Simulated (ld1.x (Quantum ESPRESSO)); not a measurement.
**Ranking TM potentials for nitrogen**

All share these settings but for the change named:

N, norm-conserving Troullier–Martins (Kleinman–Bylander form), made with ld1.x (Quantum ESPRESSO) 7.5 (PBEsol, scalar-relativistic). Core [He], reference 2s2 2p2 (charge +1). Waves: 2p (bound): rc 1.10 bohr; 3d channel at 0.4 Ry: rc 1.10 bohr; 2s (bound): rc 1.05 bohr. Local part: the s channel. Core correction: none.

Cutoff: the first of the cutoffs (Ry, on a coarse ladder) from which the occupation-weighted sum of valence levels, in a spherical-Bessel basis at the reference potential, stays within 10 and 1 mRy of its value at 400 Ry; the density cutoff is not measured.

The base gives 90 Ry.

Of 5 variants that were run, those that failed, showed a ghost or another fault, or gave nearly equal values are left out.

A variant can come out equal or close to the base.

Rank these variants from softest to hardest (loose cutoff).
A. all radii scaled by about 1.16 (s 1.22, p 1.28, d 1.28 bohr)
B. all radii scaled by about 1.26 (s 1.32, p 1.38, d 1.38 bohr)
C. all radii scaled by about 1.37 (s 1.44, p 1.50, d 1.50 bohr)
D. all radii scaled by about 0.93 (s 0.98, p 1.02, d 1.02 bohr)

C (50 Ry), B (60 Ry), A (70 Ry), D (100 Ry).
